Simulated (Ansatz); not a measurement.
Energy needed to pull apart AlNH₂Te (SMILES [NH]1[AlH][Te]1), singlet, into free ground-state atoms, from the structure below (at a frame of a short PBE0-D4/def2-SVP trajectory); no zero-point or spin–orbit terms; open-shell atoms are treated unrestricted, in their ground-state multiplicity.

```csv
atom,x (Å),y (Å),z (Å)
N1,-0.6927,-0.4765,-0.5256
Al2,0.4546,0.6872,0.1112
Te3,0.7481,-1.5417,0.9811
H4,-1.6337,-0.7938,-0.3673
H5,0.7581,2.1648,-0.0002
```

Program: Ansatz 0.2.0. Basis: def2-TZVPP. Cores are frozen in the correlated methods. Filled d shells of the heavier atoms are correlated. Core potentials replace the inner electrons of the atoms past krypton. The def2 sets are not built for correlating such inner shells, so the correlated values are less sure here.

| method | atomization energy (kcal/mol) |
| --- | --- |
| PBE-D4 | 315.2 |
| r2SCAN-D4 | 304.7 |
| PBE0-D4 | 301.2 |
| wB97M-V | 302.0 |
| HF | ? |
| MP2 | ? |
| CCSD | 280.3 |
| CCSD(T) | 291.5 |

What does HF give? (Judge from chemistry; the value comes from the calculation.)

By the calculation: 168.4 kcal/mol, which is about 123.0 kcal/mol less than CCSD(T)/def2-TZVPP.

What does MP2 give? (An estimate is asked for; the value comes from the calculation.)

By the calculation: 299.3 kcal/mol, which is about 7.9 kcal/mol more than CCSD(T)/def2-TZVPP.

In triple zeta the MP2 and coupled-cluster atomization energies are still short of their basis limit by a few kcal/mol a bond, whereas those of the functionals are nearly converged, so these differences are not deviations from converged CCSD(T).

T1 diagnostic: at most 0.015. The restricted Hartree–Fock reference is unstable towards an unrestricted one here.

For scale, one of the runs: CCSD(T)/def2-TZVPP forces, 151 basis functions, launched by `ansatz run in.yaml --threads 2 --pin off --events-out ev --progress --plain --max-ram 3481MiB`. Hardware: 2 CPU threads of an Arm Neoverse V2, shared host. Wall time 2.3 min; peak host memory 1.8 GiB.
